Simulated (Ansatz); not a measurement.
C$_{2}$H$_{5}$GaSi, SMILES `C#C[SiH2][GaH2]` at its PBE0-D4/def2-TZVP geometry, where that method's forces vanish. The species carries charge 0 and has multiplicity 1.

```xyz
9

C    -0.3002    2.4742   -0.7520
C     0.1486    1.4824   -0.2312
Si    0.7616   -0.0621    0.5239
Ga   -0.6632   -1.9403   -0.0094
H    -0.6905    3.3545   -1.2091
H     0.8393    0.1370    1.9979
H     2.1468   -0.3049    0.0328
H    -1.9167   -1.7848   -0.9420
H    -0.3258   -3.3560    0.5891
```

(1) What forces (eV/Å) does PBE-D4/def2-TZVPP give on these atoms in the Gaussian-basis code of Ansatz? (Best estimate.)

## Answers

(1) The calculation gave: 
```
C1  -0.351  0.765 -0.405
C2   0.401 -0.862  0.460
Si3 -0.111  0.005 -0.074
Ga4  0.030  0.027  0.011
H5  -0.078  0.175 -0.091
H6   0.015  0.008  0.161
H7   0.151 -0.039 -0.044
H8  -0.073  0.008 -0.053
H9   0.017 -0.087  0.034
```
